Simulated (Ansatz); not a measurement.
One change: `OCS` becomes `O[SiH2]OCS`.

Ansatz, PBE0-D4/def2-TZVP geometries, multiplicity 1. Each molecule was computed in one conformer, which needn't be the lowest.

```
                                        property  `OCS`
               HOMO energy (PBE/def2-TZVPP) / eV  -5.84
size of the dipole moment (B3LYP/def2-TZVPP) / D   2.41
             HOMO energy (B3LYP/def2-TZVPP) / eV  -6.86
             HOMO–LUMO gap (PBE/def2-TZVPP) / eV   5.39
             LUMO energy (B3LYP/def2-TZVPP) / eV   0.15
  size of the dipole moment (PBE/def2-TZVPP) / D   2.36
```

**Question.** What does the change do to each property? (Best estimate.)

**Answer.** Computed: 
```tsv
property	`O[SiH2]OCS`	shift
HOMO energy (PBE/def2-TZVPP) / eV	-6.32	-0.48
size of the dipole moment (B3LYP/def2-TZVPP) / D	1.64	-0.77
HOMO energy (B3LYP/def2-TZVPP) / eV	-7.35	-0.49
HOMO–LUMO gap (PBE/def2-TZVPP) / eV	5.43	0.04
LUMO energy (B3LYP/def2-TZVPP) / eV	-0.22	-0.37
size of the dipole moment (PBE/def2-TZVPP) / D	1.56	-0.80
```

With PBE0 the HOMO falls by 0.49 eV and the LUMO falls by 0.42 eV, so the gap widens by about 0.07 eV. PBE moves the HOMO by -0.48 eV and ωB97M-V by -0.50 eV. Dipoles are sizes alone; their direction can turn.

B3LYP here is the variant with VWN-RPA as its local correlation; programs differ in this.
